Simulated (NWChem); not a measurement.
SiHF, singlet; SMILES F[SiH]

```xyz
3

Si     0.0921     0.6084     0.0000
H     -1.4518     0.8671     0.0000
F      0.0180    -1.0428     0.0000
```
Atoms are numbered in this order, from 1.

Computed with NWChem. Low-valent species are run as closed-shell singlets; no triplet was tried in these runs. The geometry was optimised at PBE-D3(BJ)/def2-SVP.

Predict the results for PBE/def2-SVP. Quantities: highest occupied level (eV); orbital gap (eV); dipole (D).


```json
{
  "highest occupied level (eV)": "-5.78",
  "orbital gap (eV)": "2.29",
  "dipole (D)": "0.88"
}
```
